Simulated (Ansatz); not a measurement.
(H2Ga-mu-H)3 (Ga3H9). Charge 0, multiplicity 1. Geometry PBE-D4/def2-SVP, basis def2-TZVP, Ansatz.

```csv
run,HOMO (eV),LUMO (eV)
A,-11.86,1.95
B,-7.54,-1.82
C,-8.78,-1.00
D,-8.38,-1.36
E,-8.32,-1.26
F,-9.96,-0.16
```

HSE06 is defined as in plane-wave codes, on full-range PBE exchange.

Q: The runs used BHLYP, HF, HSE06, PBE, PBE0, r2SCANh. Estimate which is which.

A: A HF (100 % exact exchange); B PBE (0 % exact exchange); C PBE0 (25 % exact exchange); D HSE06 (range-separated); E r2SCANh (10 % exact exchange); F BHLYP (50 % exact exchange). Exact exchange lowers occupied and raises empty levels; among semilocal functionals meta-GGAs tend to open the gap a little, and such runs are hard to tell apart. The gap grows from 5.72 eV (PBE) to 13.81 eV (HF).
